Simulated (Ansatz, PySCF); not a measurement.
Reaction R1 → P1 + 0.5 P2, each structure at its B3LYP-D3(BJ)/def2-TZVP stationary point, reached from a drawn start (curvature not checked).
P1: H2O (SMILES O), charge 0, multiplicity 1.
P2, O2 (SMILES O=O) (charge 0, multiplicity 3, Z-matrix in Å and degrees):
```
O
O 1 1.2043
```
R1: H2O2 (SMILES OO), charge 0, multiplicity 1.

P less R. No zero-point or thermal terms; singlets are restricted closed shells; open shells are unrestricted; no spin–orbit coupling.

Correlated levels freeze the cores.

Programs: Ansatz (Gaussian basis) for Hartree–Fock, density functionals and correlated methods; PySCF for the D3/D4 terms. Each number belongs to the level named beside it.

PBE/def2-TZVPP gives -97.9 kJ/mol for the reaction energy.

**Question.** Predict the shift from PBE, with its sign, for: PBE-D3(BJ)/def2-TZVPP, r2SCAN/def2-TZVPP, PBE0/def2-TZVPP, wB97M-V/def2-TZVPP, B2PLYP/def2-TZVPP, MP2/cc-pVQZ, CCSD(T)/cc-pVQZ.

**Answer.** PBE-D3(BJ)/def2-TZVPP 0.9; r2SCAN/def2-TZVPP -12.1; PBE0/def2-TZVPP -9.3; wB97M-V/def2-TZVPP -1.1; B2PLYP/def2-TZVPP -11.8; MP2/cc-pVQZ -9.3; CCSD(T)/cc-pVQZ -3.3 kJ/mol. 1 of 7 lie above PBE; the widest gap is to r2SCAN/def2-TZVPP.

Ansatz is a quantum-chemistry and plane-wave program.
